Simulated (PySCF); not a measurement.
Species: C2H7FSi2.
SMILES with atom numbers: `[F:1][SiH2:2]/[CH:3]=[CH:4]/[SiH3:5]` (hydrogens: H6, H7 on Si2; H8 on C3; H9 on C4; H10, H11, H12 on Si5)

Method: core-valence-separated Tamm–Dancoff BHandHLYP/aug-pcX-1 (pcseg-1 on H, def2-SVPD on Si) in PySCF, non-relativistic, gas phase, PBE0-D3(BJ)/def2-SVP geometry.

Computed fluorine K-edge spectrum, Gaussian lines of 0.8 eV full width, highest printed point 100; it ends one width below the last computed root. Absolute energies from this functional tend to lie a few eV below measured edges; no shift was applied.

photon energy (eV), absorption and a bar:
```
    683.7          0 
    683.8          1 
    683.9          2 #
    684.0          4 #
    684.1          8 ##
    684.2         13 ####
    684.3         20 ######
    684.4         28 ########
    684.5         36 ###########
    684.6         43 #############
    684.7         47 ##############
    684.8         47 ##############
    684.9         43 #############
    685.0         37 ###########
    685.1         28 ########
    685.2         20 ######
    685.3         14 ####
    685.4          9 ###
    685.5          6 ##
    685.6          5 #
    685.7          5 #
    685.8          6 ##
    685.9          9 ###
    686.0         13 ####
    686.1         19 ######
    686.2         26 ########
    686.3         34 ##########
    686.4         41 ############
    686.5         49 ##############
    686.6         55 #################
    686.7         63 ###################
    686.8         71 #####################
    686.9         80 ########################
    687.0         88 ###########################
    687.1         96 #############################
    687.2        100 ##############################
    687.3         99 ##############################
```

Task: Assign the maxima to core holes.

Result: 2 maxima:
- 684.7 eV: F1 (silicon-bound fluorine), 684.75 eV, f = 0.012, 100 % of the height at the exact maximum
- 687.2 eV: F1 (silicon-bound fluorine), 687.37 eV, f = 0.015, 56 % of the height at the exact maximum; F1 (silicon-bound fluorine), 687.07 eV, f = 0.010, 37 % of the height at the exact maximum

Further lines of some strength in the range: F1, 686.51 eV, f = 0.009.

Roots within 0.03 eV on the same or equivalent atoms count as one line; shares under 12 % aren't listed.

Vibrational structure and lifetime widths aren't in the curve. The ionisation threshold wasn't computed; near and above it a finite basis only mimics Rydberg series and continuum.

Shape of the structure used: `[F:1][SiH2:2]/[CH:3]=[CH:4]/[SiH3:5]`: F1–Si2–C3–C4 0°.

One conformer stands for the species.
